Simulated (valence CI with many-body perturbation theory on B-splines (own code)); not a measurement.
# Valence orbitals of Pr XXVIII

Calculated by configuration interaction combined with many-body perturbation theory (CI+MBPT): four valence electrons over a frozen Dirac-Fock core [Ar] 3d10, radial functions for each j: 11 s, 11 p, 9 d, 7 f, 5 g, 2 h, 1 i, with the one-electron correlation potential Σ1 (screened to all orders), the two-electron term Σ2, the three-electron term Σ3, Breit, model QED; selected single and double excitations, second order for the rest (own B-spline code, finite nucleus).

No measured spectrum was set against this ion. As an estimate, large intervals hold to a few tenths of a per cent, small ones and those within an open d or f shell to about a per cent.

These are the spectroscopic orbitals of the CI (the correlating ones are not listed), shaped by the core and the other valence electrons. h is the expectation value of the core's Dirac-Fock operator, without the valence repulsion; Σ1 is computed up to l = 3 at one energy for each symmetry, that of its lowest orbital but kept below the first core excitation, so for empty shells it is not the orbital's own correlation shift; Breit and QED include the response of the core.

```tsv
Orbital	h (hartree)	Σ1 (cm⁻¹)	Breit (cm⁻¹)	QED (cm⁻¹)	⟨r⟩ (bohr)
4s1/2	-42.953	-12837	4987	3753	0.5605
5s1/2	-25.277	-4476	2157	1647	0.9600
6s1/2	-16.665	-2124	1104	854	1.470
7s1/2	-11.818	-1197	648	503	2.086
4p1/2	-40.611	-13163	7766	-63.4	0.5638
5p1/2	-24.158	-4658	3385	-25.3	0.9785
6p1/2	-16.053	-2269	1783	-12.8	1.500
7p1/2	-11.447	-1295	1060	-7.4	2.127
4p3/2	-39.5	-11970	4806	306	0.5811
5p3/2	-23.65	-4368	2104	137	1.001
6p3/2	-15.778	-2156	1177	73.2	1.527
7p3/2	-11.282	-1240	702	43.8	2.159
4d3/2	-35.73	-12796	3153	-209	0.5799
5d3/2	-21.882	-4734	1433	-90.9	1.024
6d3/2	-14.811	-2387	782	-48.8	1.571
4d5/2	-35.499	-12384	1876	-79.0	0.5846
5d5/2	-21.772	-4591	825	-32.5	1.029
6d5/2	-14.75	-2317	449	-16.9	1.578
4f5/2	-31.475	-12051	945	-97.9	0.5559
5f5/2	-20	-3976	438	-48.6	1.027
4f7/2	-31.432	-11770	244	-60.8	0.5574
5f7/2	-19.974	-3878	115	-29.5	1.029
5g7/2	-19.189		21.4	-7.6	0.9546
5g9/2	-19.18		-13.9	0.1	0.9553
```

Among the shells of the start configuration 4s2 4p2, Σ1 is largest in size for 4p1/2, where it is 0.15 % of h.

Lowest root of each symmetry, sizes in configuration state functions:

| J | Parity | Roots | Reference | Variational | Second order | Change by selected CI (cm⁻¹) | Change by second order (cm⁻¹) |
| --- | --- | --- | --- | --- | --- | --- | --- |
| 0 | even | 8 | 36 | 16569 | 51821 | -5079 | -1 |
| 1 | even | 12 | 74 | 38385 | 174026 | -4184 | -3 |
| 2 | even | 16 | 109 | 40000 | 312488 | -4828 | -16 |
| 3 | even | 10 | 97 | 39999 | 317294 | -6687 | -29 |
| 4 | even | 6 | 82 | 39997 | 299020 | -4396 | -17 |
| 5 | even | 3 | 47 | 25661 | 328596 | -5800 | -22 |
| 0 | odd | 3 | 17 | 11061 | 56757 | -7234 | -5 |
| 1 | odd | 8 | 46 | 31053 | 216055 | -7015 | -6 |
| 2 | odd | 9 | 58 | 38920 | 278554 | -4893 | -6 |
| 3 | odd | 5 | 53 | 38163 | 292795 | -5263 | -12 |
| 4 | odd | 2 | 37 | 25646 | 284447 | -7230 | -18 |
